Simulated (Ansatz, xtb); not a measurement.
## Two isomers of C5H6O2

Structure X is `C=C/C(O)=C/C=O`, a singlet and structure Y is `C=CC(=O)/C=C/O`, a singlet. Both are isolated molecules in the gas phase, relaxed with PBE0-D3(BJ)/def2-SVP, each in the lowest conformer that the search found.

Quicker runs give these differences E(Y) − E(X): GFN2-xTB −2.20 kcal/mol; HF/STO-3G −3.12 kcal/mol (at GFN2-xTB geometries); r2SCAN-D4/def2-SVP −1.73 kcal/mol (at GFN2-xTB geometries).

Task: Estimate E(Y) − E(X) at the level CCSD(T)/def2-SVP + ΔMP2/def2-TZVPP.

Result: CCSD(T)/def2-SVP + ΔMP2/def2-TZVPP gives E(Y) − E(X) = −0.46 kcal/mol, slightly favouring structure Y, which is too small a margin to settle the true order.

How the difference moves with the method:

```tsv
level	geometry	E(Y) − E(X) (kcal/mol)	departure from the last row (kcal/mol)	job, with rough time for the two
GFN2-xTB	GFN2-xTB	−2.20	−1.74	optimisation, 0.41 s
HF/STO-3G	GFN2-xTB	−3.12	−2.66	single point, 1.3 s
r2SCAN-D4/def2-SVP	GFN2-xTB	−1.73	−1.27	single point, 8.4 s
PBE0-D3(BJ)/def2-SVP	PBE0-D3(BJ)/def2-SVP	−2.04	−1.58	optimisation, 3.1 min
HF/def2-SVP	PBE0-D3(BJ)/def2-SVP	−4.00	−3.54	part of the CCSD(T) run
MP2/def2-SVP	PBE0-D3(BJ)/def2-SVP	−1.92	−1.45	part of the CCSD(T) run
CCSD(T)/def2-SVP	PBE0-D3(BJ)/def2-SVP	−2.00	−1.54	single point
CCSD(T)/def2-SVP + ΔMP2/def2-TZVPP	PBE0-D3(BJ)/def2-SVP	−0.46		single point, 3 min
```

As drawn, both hold the same kinds of bond in the same numbers.

The largest departure from CCSD(T)/def2-SVP + ΔMP2/def2-TZVPP is that of HF/def2-SVP, 3.54 kcal/mol. The last row adds to CCSD(T) the change of the MP2 difference between the two basis sets, here +1.54 kcal/mol.

With thermal terms from frequencies at re-optimised GFN2-xTB minima (ideal gas, soft modes damped towards free rotors, one conformer each, 298.15 K, 1 atm): on the last row, ΔE + ΔZPE = −0.06, ΔH = −0.09, ΔG = −0.14 kcal/mol.

The correlated steps freeze 7 core orbitals. Codes used: Ansatz 0.2.0, xtb 6.7.1; the last row on 2 threads of Intel(R) Xeon(R) Processor @ 2.50GHz (Skylake/Cascade Lake) on a shared host.
